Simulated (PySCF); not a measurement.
[MnBr4]-: Mn(III) (d4), charge -1. The structure is a model geometry with rigid ligands and bond lengths from ionic radii, not a minimum; coordination tetrahedral, point group Td, metal–donor distances 2.38 Å.

Method (PySCF 2.14, density fitting): CASSCF(4,5) with orbitals averaged over all microstates of the shell, strongly contracted NEVPT2 on the averaged canonical orbitals; basis x2c-TZVPall on the metal, x2c-SVPall elsewhere; spin-free X2C; IEF-PCM water; spin-orbit coupling by state interaction with the mean-field operator over all roots.

CASSCF energies above the lowest CASSCF root:

```json
{"state": "5T2", "CASSCF / cm⁻¹": "0"}
{"state": "5E", "CASSCF / cm⁻¹": "5802"}
{"state": "3T1", "CASSCF / cm⁻¹": "17199"}
{"state": "3T2", "CASSCF / cm⁻¹": "18945"}
{"state": "3T1", "CASSCF / cm⁻¹": "20667"}
{"state": "3E", "CASSCF / cm⁻¹": "22064"}
{"state": "1A1", "CASSCF / cm⁻¹": "23118"}
{"state": "3T2", "CASSCF / cm⁻¹": "23370"}
{"state": "3T1", "CASSCF / cm⁻¹": "23619"}
{"state": "1T1", "CASSCF / cm⁻¹": "26014"}
{"state": "3T2", "CASSCF / cm⁻¹": "26020"}
{"state": "3A2", "CASSCF / cm⁻¹": "26179"}
{"state": "3T1", "CASSCF / cm⁻¹": "26218"}
{"state": "3E", "CASSCF / cm⁻¹": "27561"}
{"state": "1T2", "CASSCF / cm⁻¹": "28911"}
{"state": "3A1", "CASSCF / cm⁻¹": "29808"}
{"state": "1E", "CASSCF / cm⁻¹": "30691"}
{"state": "3T1", "CASSCF / cm⁻¹": "31165"}
{"state": "1A1", "CASSCF / cm⁻¹": "31368"}
{"state": "1T2", "CASSCF / cm⁻¹": "32885"}
{"state": "3T2", "CASSCF / cm⁻¹": "32913"}
{"state": "1T1", "CASSCF / cm⁻¹": "33135"}
```

Problem. How does dynamic correlation (SC-NEVPT2) move these states?

Solution. 
```csv
state,NEVPT2 / cm⁻¹,shift / cm⁻¹
5T2,0,0
5E,8323,+2521
3T1,13790,-3409
3T2,17102,-1843
3T1,19457,-1210
3E,21629,-435
1A1,15712,-7405
3T2,20700,-2670
3T1,22369,-1250
1T1,21831,-4183
3T2,25296,-723
3A2,25466,-713
3T1,26499,+280
3E,27590,+29
1T2,27402,-1509
3A1,29753,-55
1E,28158,-2533
3T1,32485,+1320
1A1,28779,-2589
1T2,32140,-745
3T2,28825,-4088
1T1,31586,-1549
```

The geometry is a model, and the complex may not exist in this form. Charge-transfer states lie outside this active space and may come lower than some of these levels. The ground state is orbitally degenerate in this regular structure, which would distort (Jahn–Teller). NEVPT2 lifts 5E from 5802 to 8323 cm⁻¹; on the d shell alone such lifts tend to overshoot. NEVPT2 on the d shell alone tends to put d–d bands too high for such charged or covalently bound ions. Gaps between spin states lean to high spin in this active space.
